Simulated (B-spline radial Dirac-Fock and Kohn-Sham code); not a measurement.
## Scattering functions of Ir⁷³⁺

System: Ir⁷³⁺, [He] 2s2.

The computed values come from a B-spline atomic structure program: Dirac-Fock orbitals of the configuration average with a finite nucleus. f₀ is the Fourier transform of the spherical electron density, S the Waller-Hartree incoherent function, and s = sin θ/λ.

```
s (Å⁻¹)     f₀      S
      0  4.000  0.000
   0.05  4.000  0.000
    0.1  3.999  0.002
   0.15  3.998  0.004
    0.2  3.996  0.007
   0.25  3.994  0.011
    0.3  3.992  0.016
   0.35  3.989  0.022
    0.4  3.985  0.029
   0.45  3.981  0.037
    0.5  3.977  0.046
    0.6  3.967  0.065
    0.7  3.955  0.088
    0.8  3.942  0.115
    0.9  3.927  0.144
      1  3.910  0.177
    1.1  3.891  0.212
    1.2  3.871  0.250
    1.4  3.827  0.333
    1.6  3.777  0.425
    1.8  3.721  0.524
      2  3.661  0.628
    2.5  3.493  0.902
      3  3.307  1.177
    3.5  3.112  1.435
      4  2.916  1.665
      5  2.542  2.024
      6  2.223  2.262
```

f₀ starts at the number of electrons, 4. The sum of ⟨r²⟩ over the electrons is 0.01248 bohr².
